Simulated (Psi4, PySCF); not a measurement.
The PySCF input:
```python
from pyscf import gto, scf, dft

mol = gto.Mole()
mol.atom = '''
    O     1.156235   -0.013127    0.009834
    C    -0.024571    0.191522    0.000459
    O    -1.115481   -0.304529   -0.010595
    H    -0.178603    1.392118    0.003334
'''
mol.basis = 'def2-svp'
mol.charge = 0
mol.spin = 1
mol.verbose = 4
mol.build()

mf = dft.UKS(mol)
mf.xc = 'wb97x'
mf.grids.atom_grid = (99, 590)
mf.grids.prune = None
mf.kernel()
```

Convert this to an input for Psi4.

Several could match; the one computed here: 
```
memory 2 GB

molecule mol {
0 2
O     1.156235   -0.013127    0.009834
C    -0.024571    0.191522    0.000459
O    -1.115481   -0.304529   -0.010595
H    -0.178603    1.392118    0.003334
}

set {
  basis def2-svp
  reference uks
  scf_type pk
  puream true
  d_convergence 1e-8
  dft_radial_points 99
  dft_spherical_points 590
}

energy('wb97x')
print_variables()
```

Both were run: PySCF gave -188.878569 Eh and Psi4 -188.878569 Eh, 0.000 mEh apart.
